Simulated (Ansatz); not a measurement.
`O/C(F)=N/[SiH3]` + H₂ → `F/C=N/[SiH3]` + H₂O at 600 K and 1 bar (hydrogenolysis of a C–O bond).

Program: Ansatz. Geometries: PBE0-D4/def2-TZVP. ΔE: electronic, gas phase. CCSD(T)/CBS adds triple-zeta CCSD(T) − MP2 to the extrapolated MP2 energy (def2 sets, frozen cores). This one scheme is used for every species. Double bonds are as drawn, so ΔE can hold a change between cis and trans. One conformer a species, not always the lowest.

| species | CCSD(T)/CBS energy (Eh) | H − E (kJ/mol) | S (J/(mol·K)) |
| --- | --- | --- | --- |
| `O/C(F)=N/[SiH3]` | -559.20990 | 197.1 | 412.7 |
| H₂ | -1.17544 | 43.9 | 150.8 |
| `F/C=N/[SiH3]` | -484.01982 | 174.6 | 374.4 |
| H₂O | -76.37941 | 76.8 | 212.8 |

H − E and S are ideal-gas, rigid-rotor, harmonic terms from PBE0-D4/def2-TZVP, for one conformer and one mirror image of each species. The MP2-based limit puts H₂ 0.8 mEh under its directly extrapolated value; such offsets cancel only in part. 1 Eh = 2625.50 kJ/mol, R = 8.31446 J/(mol·K).

Task: By hand: ΔE, ΔH, ΔS and ΔG.

Result: ΔE = (-484.01982) + (-76.37941) − (-559.20990) − (-1.17544) = -0.01389 Eh = -36.5 kJ/mol. Δ(H − E) = 174.6 + 76.8 − 197.1 − 43.9 = 10.4, so ΔH = -26.1 kJ/mol. ΔS = 374.4 + 212.8 − 412.7 − 150.8 = 23.7 J/(mol·K). ΔG = -26.1 − 600 × (23.7)/1000 = -40.3 kJ/mol.

Task: By hand: the equilibrium constant, and the temperature at which ΔG would vanish if ΔH and ΔS stayed fixed.

Result: log₁₀ K = −ΔG/(RT ln 10) = 3.5. ΔH and −TΔS have one sign here, so there is no such temperature.

TΔS isn't small against ΔH here. A doubt of 5 kJ/mol in ΔE shifts log₁₀ K by 0.4 here. Other conformers and mirror images would add mixing entropy, several J/(mol·K) or more a flexible species. Modes under 60 cm⁻¹, often nearly free rotors, make the harmonic entropy too high. These are equilibria of isolated gas molecules and say nothing of rates. Largest T1 diagnostic: 0.014 (customary marks: 0.02 for closed shells, 0.045 for open ones).
